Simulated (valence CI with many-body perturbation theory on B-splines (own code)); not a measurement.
## Level structure of Sb XLVII

Method: valence CI with perturbative core correlation (CI+MBPT): three valence electrons over a frozen Dirac-Fock core [He], radial functions for each j: 11 s, 11 p, 9 d, 7 f, 5 g, 2 h, 1 i, with the one-electron correlation potential Σ1, the two-electron term Σ2, the three-electron term Σ3, Breit, model QED; selected CI, second order for the rest (own B-spline code, finite nucleus).

The last digits are not significant, and no measured levels were compared; by estimate large intervals hold to a few tenths of a per cent, small ones and those within an open d or f shell to about a per cent.

Levels 1 to 45 of 100, with energies above the lowest level, (2s^2 2p1/2) J=1/2. "Leading %" is the weight of the configuration and term that name the level; weights of strongly mixed levels are sums over their largest components and can fall short. In the jj column 3d3/2^4 stands for four electrons in 3d with j = 3/2. Lifetimes count E1, E2, E3, M1 and M2 decay at the calculated energies, and are blank where another channel may lead or the interval is too uncertain; long ones can be off by a factor of two.

| No. | Configuration | Term | J | E (eV) | Leading % | g | Leading jj | Lifetime |
| --- | --- | --- | --- | --- | --- | --- | --- | --- |
| 1 | 2s2 2p | 2P° | 1/2 | 0.0 | 100 | 0.644 | 2s^2 2p1/2 (100 %) |  |
| 2 | 2s 2p2 | 4P | 1/2 | 149.7 | 60 | 2.212 | 2s 2p1/2^2 (97 %) | 130 ps |
| 3 | 2s2 2p | 2P° | 3/2 | 278.9 | 98 | 1.317 | 2s^2 2p3/2 (98 %) | 3.77 ns |
| 4 | 2s 2p2 | 4P | 3/2 | 383.6 | 93 | 1.663 | 2s 2p1/2 2p3/2 (99 %) | 460 ps |
| 5 | 2s 2p2 | 2D | 5/2 | 413.4 | 55 | 1.363 | 2s 2p1/2 2p3/2 (98 %) | 282 ps |
| 6 | 2s 2p2 | 2D | 3/2 | 460.4 | 68 | 0.959 | 2s 2p1/2 2p3/2 (99 %) | 2.23 ps |
| 7 | 2s 2p2 | 2P | 1/2 | 461.6 | 72 | 1.201 | 2s 2p1/2 2p3/2 (96 %) | 1.69 ps |
| 8 | 2p3 | 2P° | 3/2 | 622.2 | 45 | 1.371 | 2p1/2^2 2p3/2 (98 %) | 2.56 ps |
| 9 | 2s 2p2 | 4P | 5/2 | 680.7 | 55 | 1.403 | 2s 2p3/2^2 (98 %) | 10.3 ps |
| 10 | 2s 2p2 | 2S | 1/2 | 749.6 | 70 | 1.869 | 2s 2p3/2^2 (99 %) | 2.05 ps |
| 11 | 2s 2p2 | 2P | 3/2 | 750.7 | 66 | 1.196 | 2s 2p3/2^2 (98 %) | 1.22 ps |
| 12 | 2p3 | 4S° | 3/2 | 871.8 | 54 | 1.434 | 2p1/2 2p3/2^2 (99 %) | 1.37 ps |
| 13 | 2p3 | 2D° | 5/2 | 890.6 | 100 | 1.183 | 2p1/2 2p3/2^2 (100 %) | 1.61 ps |
| 14 | 2p3 | 2P° | 1/2 | 926.5 | 100 | 0.644 | 2p1/2 2p3/2^2 (100 %) | 1.16 ps |
| 15 | 2p3 | 2P° | 3/2 | 1181.8 | 54 | 1.282 | 2p3/2^3 (99 %) | 928 fs |
| 16 | 2s2 3s | 2S | 1/2 | 4560.4 | 97 | 1.993 | 2s^2 3s (97 %) | 19.2 fs |
| 17 | 2s2 3p | 2P° | 1/2 | 4612.8 | 95 | 0.670 | 2s^2 3p1/2 (95 %) | 445 fs |
| 18 | 2s 2p 3s | 4P° | 1/2 | 4662.8 | 87 | 2.398 | 2s 2p1/2 3s (98 %) | 21.2 fs |
| 19 | 2s 2p 3s | 4P° | 3/2 | 4675.7 | 50 | 1.517 | 2s 2p1/2 3s (78 %) | 24.2 fs |
| 20 | 2s 2p 3s | 2P° | 1/2 | 4698.7 | 94 | 0.741 | 2s 2p1/2 3s (98 %) | 27.7 fs |
| 21 | 2s2 3p | 2P° | 3/2 | 4700.6 | 76 | 1.389 | 2s^2 3p3/2 (76 %) | 61.0 fs |
| 22 | 2s 2p 3p | 4D | 1/2 | 4707.2 | 72 | 0.260 | 2s 2p1/2 3p1/2 (100 %) | 26.8 fs |
| 23 | 2s 2p 3p | 4D | 3/2 | 4723.5 | 38 | 1.082 | 2s 2p1/2 3p1/2 (85 %) | 4.59 fs |
| 24 | 2s2 3d | 2D | 3/2 | 4738.3 | 83 | 0.850 | 2s^2 3d3/2 (83 %) | 4.42 fs |
| 25 | 2s 2p 3p | 4P | 1/2 | 4750.8 | 51 | 2.018 | 2s 2p1/2 3p1/2 (98 %) | 21.2 fs |
| 26 | 2s2 3d | 2D | 5/2 | 4759.5 | 97 | 1.195 | 2s^2 3d5/2 (97 %) | 2.93 fs |
| 27 | 2s 2p 3p | 4P | 3/2 | 4797.5 | 30 | 1.408 | 2s 2p1/2 3p3/2 (100 %) | 23.2 fs |
| 28 | 2s 2p 3p | 2P | 1/2 | 4811.1 | 33 | 1.350 | 2s 2p1/2 3p3/2 (82 %) | 7.82 fs |
| 29 | 2s 2p 3p | 4D | 5/2 | 4817.4 | 50 | 1.344 | 2s 2p1/2 3p3/2 (97 %) | 167 fs |
| 30 | 2s 2p 3p | 2D | 3/2 | 4820.5 | 46 | 1.245 | 2s 2p1/2 3p3/2 (98 %) | 10.1 fs |
| 31 | 2s 2p 3d | 4F° | 3/2 | 4828.1 | 74 | 0.551 | 2s 2p1/2 3d3/2 (99 %) | 12.2 fs |
| 32 | 2s 2p 3d | 4F° | 5/2 | 4846.4 | 59 | 1.042 | 2s 2p1/2 3d3/2 (86 %) | 11.9 fs |
| 33 | 2s 2p 3d | 4D° | 1/2 | 4858.0 | 55 | 0.415 | 2s 2p1/2 3d3/2 (88 %) | 1.75 fs |
| 34 | 2s 2p 3d | 4D° | 3/2 | 4860.6 | 34 | 1.242 | 2s 2p1/2 3d3/2 (90 %) | 2.33 fs |
| 35 | 2s 2p 3d | 4P° | 5/2 | 4861.1 | 39 | 1.341 | 2s 2p1/2 3d5/2 (91 %) | 3.04 fs |
| 36 | 2p2 3s | 4P | 1/2 | 4863.7 | 44 | 1.941 | 2p1/2^2 3s (82 %) | 19.3 fs |
| 37 | 2s 2p 3d | 4F° | 7/2 | 4877.9 | 43 | 1.246 | 2s 2p1/2 3d5/2 (98 %) | 3.26 fs |
| 38 | 2s 2p 3d | 2D° | 3/2 | 4888.3 | 45 | 1.051 | 2s 2p1/2 3d5/2 (88 %) | 3.21 fs |
| 39 | 2s 2p 3d | 2F° | 5/2 | 4888.4 | 58 | 1.045 | 2s 2p1/2 3d5/2 (94 %) | 3.22 fs |
| 40 | 2p2 3p | 4D° | 1/2 | 4900.0 | 37 | 0.637 | 2p1/2^2 3p1/2 (88 %) | 35.5 fs |
| 41 | 2s 2p 3s | 4P° | 5/2 | 4941.8 | 99 | 1.583 | 2s 2p3/2 3s (99 %) | 31.4 fs |
| 42 | 2s 2p 3s | 2P° | 3/2 | 4958.6 | 79 | 1.395 | 2s 2p3/2 3s (99 %) | 16.8 fs |
| 43 | 2p2 3p | 2P° | 3/2 | 4987.0 | 30 | 1.330 | 2p1/2^2 3p3/2 (94 %) | 10.6 fs |
| 44 | 2s 2p 3p | 4P | 3/2 | 4999.1 | 48 | 1.633 | 2s 2p3/2 3p1/2 (99 %) | 29.7 fs |
| 45 | 2s 2p 3p | 2D | 5/2 | 5001.8 | 42 | 1.336 | 2s 2p3/2 3p1/2 (99 %) | 12.5 fs |

The ionisation energy to 2s2 1S_0 of the next ion comes out as 8135.7 eV (NIST: 8140 ± 4 eV (theoretical)). All 100 levels together are meant to be complete up to 5327.0 eV.
